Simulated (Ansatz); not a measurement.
Cu(AsH3)(NH2) (CuAsNH₅). The state is a triplet with charge 0. Geometry PBE0-D4/def2-SVP, that of the neutral singlet.

Cartesian coordinates in Å:
```
Cu -0.543 -0.291 -0.146
As 1.392 0.662 0.570
H 1.359 1.734 1.637
H 2.285 1.407 -0.397
H 2.482 -0.182 1.196
N -2.111 -1.105 -0.598
H -2.022 -1.770 -1.367
H -2.841 -0.455 -0.896
```

At PBE0-D4/def2-TZVP a singlet of charge 0 lies 3.68 eV below the triplet at the same geometry.

Task: Estimate the α-spin orbital energies around the gap (eV) in Ansatz with PBE-D4/def2-TZVP, r2SCAN-D4/def2-TZVP, PBE0-D4/def2-TZVP.

Result: 
```json
{"orbital": "HOMO−5", "PBE-D4/def2-TZVP": "-7.36", "r2SCAN-D4/def2-TZVP": "-7.47", "PBE0-D4/def2-TZVP": "-9.38"}
{"orbital": "HOMO−4", "PBE-D4/def2-TZVP": "-7.26", "r2SCAN-D4/def2-TZVP": "-7.40", "PBE0-D4/def2-TZVP": "-9.33"}
{"orbital": "HOMO−3", "PBE-D4/def2-TZVP": "-7.21", "r2SCAN-D4/def2-TZVP": "-7.35", "PBE0-D4/def2-TZVP": "-9.26"}
{"orbital": "HOMO−2", "PBE-D4/def2-TZVP": "-7.11", "r2SCAN-D4/def2-TZVP": "-7.32", "PBE0-D4/def2-TZVP": "-8.99"}
{"orbital": "HOMO−1", "PBE-D4/def2-TZVP": "-6.87", "r2SCAN-D4/def2-TZVP": "-6.98", "PBE0-D4/def2-TZVP": "-8.52"}
{"orbital": "HOMO", "PBE-D4/def2-TZVP": "-1.71", "r2SCAN-D4/def2-TZVP": "-1.69", "PBE0-D4/def2-TZVP": "-2.12"}
{"orbital": "LUMO", "PBE-D4/def2-TZVP": "-1.36", "r2SCAN-D4/def2-TZVP": "-1.11", "PBE0-D4/def2-TZVP": "-0.47"}
{"orbital": "LUMO+1", "PBE-D4/def2-TZVP": "-1.30", "r2SCAN-D4/def2-TZVP": "-1.01", "PBE0-D4/def2-TZVP": "-0.43"}
{"orbital": "LUMO+2", "PBE-D4/def2-TZVP": "-0.12", "r2SCAN-D4/def2-TZVP": "0.33", "PBE0-D4/def2-TZVP": "0.60"}
{"orbital": "LUMO+3", "PBE-D4/def2-TZVP": "1.15", "r2SCAN-D4/def2-TZVP": "1.59", "PBE0-D4/def2-TZVP": "2.07"}
{"orbital": "LUMO+4", "PBE-D4/def2-TZVP": "1.52", "r2SCAN-D4/def2-TZVP": "2.00", "PBE0-D4/def2-TZVP": "2.40"}
{"orbital": "LUMO+5", "PBE-D4/def2-TZVP": "1.69", "r2SCAN-D4/def2-TZVP": "2.07", "PBE0-D4/def2-TZVP": "2.48"}
{"orbital": "β HOMO", "PBE-D4/def2-TZVP": "-6.53", "r2SCAN-D4/def2-TZVP": "-6.55", "PBE0-D4/def2-TZVP": "-7.77"}
{"orbital": "β LUMO", "PBE-D4/def2-TZVP": "-5.61", "r2SCAN-D4/def2-TZVP": "-5.16", "PBE0-D4/def2-TZVP": "-4.27"}
```
